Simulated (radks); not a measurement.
Charge is removed step by step from the 1s level of the nitrogen ion N3+, starting from [He] 2s2. Method: non-relativistic Kohn-Sham, r2SCAN, spin-unpolarised, spherical densities, point nucleus; meta-GGA in the generalised Kohn-Sham scheme; computed with a radial shooting solver on a logarithmic mesh with Libxc functionals.

\begin{tabular}{lrrr}
removed (e) & E - E(0) (eV) & eigenvalue (eV) & E minus straight line (eV) \\ \hline
0 & 0.000 & -455.23 & 0.000 \\
0.1 & 45.962 & -464.03 & -3.987 \\
0.2 & 92.806 & -472.86 & -7.093 \\
0.3 & 140.53 & -481.71 & -9.314 \\
0.4 & 189.15 & -490.59 & -10.648 \\
0.5 & 238.65 & -499.48 & -11.095 \\
0.6 & 289.04 & -508.37 & -10.652 \\
0.7 & 340.33 & -517.26 & -9.320 \\
0.8 & 392.50 & -526.14 & -7.099 \\
0.9 & 445.55 & -534.99 & -3.991 \\
1 & 499.49 & -543.81 & 0.000 \\
\end{tabular}

Removing the whole electron costs 499.49 eV by Delta-SCF, against 455.23 eV from minus the eigenvalue at the starting occupation. Slater's transition state (half an electron removed) gives 499.48 eV. Integrating minus the eigenvalue over the occupation (Janak's theorem) gives 499.49 eV. The mean slope of the eigenvalue, de/dn, is 88.6 eV per electron.
